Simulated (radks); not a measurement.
Results of a calculation; reference values are marked as such.
Species: Au. Configuration: [Xe] 4f14 5d10 6s1.

Level of theory: scalar-relativistic Kohn-Sham, PBE, spin-polarised, spherical densities, finite nucleus; open shells are filled with parallel spins first (spin-orbit coupling, left out, can overturn this in heavy ions); Fermi nuclear charge, rms radius 5.4371 fm (a radial shooting solver on a logarithmic mesh with Libxc functionals).

Energy parts (eV):
part                       energy
total                  -517223.84
kinetic                 578376.39
electron-nucleus      -1286728.45
Hartree                 200985.16
exchange-correlation     -9856.94

Orbitals (lengths in bohr, moments of r in powers of bohr; <r^-3> diverges for s and p1/2; r(max) is where P^2 peaks):
orbital,occ.,eigenvalue (eV),r(max),<1/r>,<r^-3>
1s up,1,-80741.39,0.01042,95.70,-
1s down,1,-80741.37,0.01042,95.70,-
2s up,1,-14246.91,0.06018,22.44,-
2s down,1,-14246.91,0.06018,22.44,-
2p up,3,-12320.67,0.04981,19.97,25480
2p down,3,-12320.67,0.04981,19.97,25480
3s up,1,-3362.663,0.1697,8.321,-
3s down,1,-3362.656,0.1697,8.321,-
3p up,3,-2803.627,0.1690,7.592,5828
3p down,3,-2803.621,0.1690,7.592,5828
3d up,5,-2205.333,0.1376,7.145,724.0
3d down,5,-2205.329,0.1376,7.145,724.0
4s up,1,-729.7894,0.3827,3.566,-
4s down,1,-729.7807,0.3827,3.566,-
4p up,3,-546.4012,0.4028,3.221,1402
4p down,3,-546.3900,0.4028,3.221,1402
4d up,5,-325.8880,0.4103,2.886,152.3
4d down,5,-325.8744,0.4103,2.886,152.3
4f up,7,-81.1071,0.3756,2.462,29.38
4f down,7,-81.0925,0.3756,2.462,29.38
5s up,1,-108.2605,0.8480,1.460,-
5s down,1,-108.2585,0.8482,1.460,-
5p up,3,-59.7669,0.9529,1.236,235.6
5p down,3,-59.7447,0.9529,1.237,235.9
5d up,5,-6.9911,1.218,0.8210,12.80
5d down,5,-6.7039,1.213,0.8306,13.12
6s up,1,-6.0761,2.324,0.4452,-
6s down,0,-5.3622,2.313,0.4441,-

The highest occupied level is 6s up at -6.076 eV. The spin density at the nucleus is 128.4 e/bohr^3 (1s 0.4, 2s 0.2, 3s 0.0, 4s -0.1, 5s 0.3, 6s 127.6). For comparison, the ionisation energy in NIST's Atomic Spectra Database is 9.226 eV (measured). In exact Kohn-Sham theory the highest level is minus the ionisation energy, but local and semilocal functionals leave it too shallow, through self-interaction and a potential that decays too fast; potentials with the right tail come closer. Summed over all electrons, <r^2> = 59.99 bohr^2, which gives a Langevin (diamagnetic) susceptibility term of -47.5 x 10^-6 cm^3/mol. The electron density at the nucleus is 2.302e+06 e/bohr^3 (large components only). The density falls to 0.001 e/bohr^3 at r = 4.27 bohr.
